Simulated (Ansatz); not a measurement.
Two isomers of CH6FGeNO: A = `N[CH](O)[GeH2][F]`, B = `[OH][GeH2][NH]CF`.

Program: Ansatz. Geometries: PBE0-D4/def2-TZVP. ΔE: electronic, gas phase. CCSD(T)/CBS adds triple-zeta CCSD(T) − MP2 to the extrapolated MP2 energy (def2 sets, frozen cores). DFT in def2-TZVPP. B3LYP here is the variant with VWN-RPA as its local correlation; programs differ in this. For Ge outer-core shells are correlated without core-valence functions, which leaves a few kJ/mol of doubt a bond. Scalar relativity is left out up to krypton. One conformer a species, not always the lowest.

A:

Z-matrix (Å, degrees):
```
C
O 1 1.406
Ge 1 1.980 2 105.0
N 1 1.439 2 110.4 3 -124.5
H 1 1.099 2 111.4 3 117.0
H 2 0.965 1 106.6 3 168.4
F 3 1.753 1 103.3 2 -178.1
H 3 1.539 1 111.2 2 -65.3
H 3 1.536 1 116.8 2 66.5
H 4 1.011 1 111.8 2 -162.2
H 4 1.013 1 112.7 2 75.1
```

B:

```xyz
11

O     0.7763   -1.5323    1.4626
Ge   -0.5374   -0.3681    1.1868
N    -0.0354    0.9534    0.0010
C     0.0377    0.6354   -1.3608
F     1.0120   -0.3529   -1.6405
H     1.1718   -1.8065    0.6301
H    -1.7505   -1.0477    0.5299
H    -0.8037    0.2543    2.5574
H     0.7217    1.5467    0.3098
H     0.3151    1.5029   -1.9637
H    -0.9077    0.2148   -1.7125
```

(1) Which is lower in electronic energy at CCSD(T)/CBS, and by how much? (Best estimate.)

(2) Give E(B) − E(A) in kcal/mol with B3LYP-D4, HF/def2-TZVPP, PBE-D4, r2SCAN-D4, PBE0-D4, MP2/def2-TZVPP, B3LYP. (Best estimate.)

Largest T1 diagnostic: 0.012.

## Answers

(1) Computed: B, by 6.7 kcal/mol.

(2) Computed: B3LYP-D4 -6.4, HF/def2-TZVPP -9.0, PBE-D4 -5.0, r2SCAN-D4 -6.4, PBE0-D4 -5.7, MP2/def2-TZVPP -8.0, B3LYP -6.3. None reverses the order clearly.

In def2-TZVPP, CCSD(T) changes the Hartree–Fock value by +1.4 kcal/mol (the triples alone add −0.0 kcal/mol) and MP2 by +1.1 kcal/mol.
